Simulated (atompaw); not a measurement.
## Before and after: PAW (atompaw) potential for Al (Z = 13)

* Element: aluminium (Al)
* Generator: atompaw 4.2.0.5
* Type: PAW
* Functional: PBE
* Relativity: scalar-relativistic
* Frozen core: [Ne]
* Valence charge: 3
* Reference configuration: 3s1.5 3p0 (charge +1.5)
* Partial waves: 3s (bound): rc 2.75 bohr; 3s channel at -0.9 Ry: rc 1.70 bohr; 3p (bound, empty): rc 2.75 bohr; 3p channel at 1.1 Ry: rc 2.75 bohr; 3d channel at 0.05 Ry: rc 2.05 bohr
* Local potential: troulliermartins scheme with l = 3 at 0 Ry, radius 2.45 bohr
* Core correction: smooth core density matched at 2.05 bohr
* Augmentation charge: besselshape compensation charge, radius 2.45 bohr; PAW radius 2.75 bohr; waves and projectors: custom polynom2 7 10 vanderbiltortho

Change: local potential bessel scheme, radius 2.45 bohr.

Cutoffs: the cutoffs (Ry, on a coarse ladder) from which the occupation-weighted sum of valence levels, in a spherical-Bessel basis at the reference potential, stays within 10 and 1 mRy of its value at 400 Ry; they do not see the model core or the augmentation charge, which bear on the density cutoff.

What does the change do?

The potential gets neither clearly harder nor softer (8 Ry and 15 Ry → 8 Ry and 15 Ry); both files keep a bound ghost (s); the range in which the p phases agree narrows (upper end at the end of the scan → 2.6).

| quantity | base | changed |
| --- | --- | --- |
| cutoff, loose | 8 Ry | 8 Ry |
| cutoff, tight | 15 Ry | 15 Ry |
| bound ghosts | s | s |
| s: phases at 2.76 bohr within 0.05 rad from the reference energy up to (Ry; the scan ends near 5) | 0.7 | 0.6 |
| p: phases at 2.76 bohr within 0.05 rad from the reference energy up to (Ry; the scan ends near 5) | to the end of the scan | 2.6 |
| d: phases at 2.76 bohr within 0.05 rad from the reference energy up to (Ry; the scan ends near 5) | 2.2 | 2.2 |
| lowest overlap eigenvalue by channel | s 0.36, p 0.83, d 1.00 | s 0.26, p 0.83, d 1.00 |

 A true bound ghost makes a file unfit for plane-wave use even where its test errors are small: the radial tests pick states by their node count and pass the ghost by. The cutoffs see the waves, projectors and local potential, not the compensation charge or the core.
